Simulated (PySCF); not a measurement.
Computed Raman spectrum (relative Raman activity) of a molecule C2H7AlClN. Geometry optimised at B3LYP-D3(BJ)/def2-SVP. Other conformers were not sampled. All values below come from B3LYP-D3(BJ)/def2-SVP run with PySCF 2.14.0. Frequencies are harmonic and unscaled.

Lines under 2 % of the strongest are left out, and lines within 2 cm⁻¹ are merged.

ν (cm⁻¹): 514 (vw), 635 (vw), 704 (vw), 1020 (w), 1311 (w), 1435 (w), 1453 (w), 1461 (vw), 1502 (w), 1993 (m), 2962 (w), 2969 (vs), 3011 (vs), 3019 (w), 3091 (m), 3115 (m) (against the strongest line: vs over 80 %, s over 45 %, m over 15 %, w over 4 %, vw less)

Q: Which structure fits?
(A) C[NH][Al]([CH3])[Cl]
(B) C[CH2][Al]([NH2])[Cl]
(C) C[N](C)[AlH][Cl]

A: C, C[N](C)[AlH][Cl]
